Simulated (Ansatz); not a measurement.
Reaction (ligand exchange at a W–O bond): `[O]=[W](=[O])([OH])[F]` + `CNC` → `C[N](C)[W](=[O])(=[O])[F]` + H₂O

Isolated molecules relaxed with PBE0-D4/def2-TZVP in Ansatz; ΔE leaves out vibrations. CCSD(T)/CBS is the MP2 limit (def2-TZVPP, def2-QZVPP) plus CCSD(T) − MP2 in def2-TZVPP, frozen cores. This one scheme is used for every species. Functionals use def2-TZVPP. def2 core potentials past Kr. For W outer-core shells are correlated without core-valence functions, which leaves a few kJ/mol of doubt a bond. Each species was taken in one conformer, which may not be the lowest.

**Question.** Is it downhill or uphill in electronic energy at CCSD(T)/CBS, and by how much? (An estimate is asked.)

**Answer.** The calculation gave: Downhill: ΔE = -9.2 kJ/mol.

**Question.** What do these levels give: PBE-D4, ωB97M-V, r2SCAN, r2SCANh, CCSD(T)/def2-SVP, CCSD(T)/def2-TZVPP? (Best estimate.)

**Answer.** Computed: PBE-D4 1.3, ωB97M-V 6.3, r2SCAN 8.1, r2SCANh 7.8, CCSD(T)/def2-SVP -3.1, CCSD(T)/def2-TZVPP -7.7 kJ/mol.

Largest T1 diagnostic among the species: 0.023, so the coupled-cluster value is less sure than usual.

At CCSD(T), def2-SVP lies +6.1 kJ/mol from the extrapolated value and def2-TZVPP +1.5 kJ/mol. Leaving LDA and LC-ωPBE aside and taking each functional with its dispersion term where it has one, the values, not all of them listed here, spread over 11.7 kJ/mol, from PBE-QIDH to B97M-V. LDA lies −10.1 kJ/mol from PBE without D4.
